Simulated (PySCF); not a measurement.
Sn(F)(Me)(NH2)2 (CH7FN2Sn), SMILES [CH3][Sn]([NH2])([NH2])[F].

Coordinates come from a PBE-D3(BJ)/def2-SVP optimisation. The structure was generated by enumeration; whether it is a known compound was not checked. The def2 effective core potentials stand for the cores of Sn; spin–orbit coupling is left out. One conformer was computed; it need not be the lowest.

Two levels are set side by side: TDA-PBE/def2-SVPD (PySCF) and TDA-B3LYP/def2-SVPD (PySCF). Vertical, same geometry. The lowest singlet is HOMO→LUMO 94 % with PBE and HOMO→LUMO 95 % with the other functional; states are paired by order. Differences are taken from unrounded values.

```tsv
quantity	TDA-PBE
lowest singlet excitation (eV)	4.82
lowest triplet excitation (TDA) (eV)	4.26
first bright state (f over 0.05) (eV)	5.09
its oscillator strength	0.06
```

**Question.** These are the TDA-PBE values. What does TDA-B3LYP give? (Estimate from the structure and the level; the computed values follow.)

**Answer.** 
```tsv
quantity	TDA-B3LYP	TDA-PBE minus TDA-B3LYP
lowest singlet excitation (eV)	5.41	-0.59
lowest triplet excitation (TDA) (eV)	4.73	-0.47
first bright state (f over 0.05) (eV)	5.41	-0.32
its oscillator strength	0.06	0.01
```

Functionals without exact exchange tend to place singlet excitations lower, as here. Differences between two approximate levels are no errors against the true value.

Rough cost on one machine, each run with all the roots and properties that it gave: TDA-B3LYP against TDA-PBE within a factor of 2.
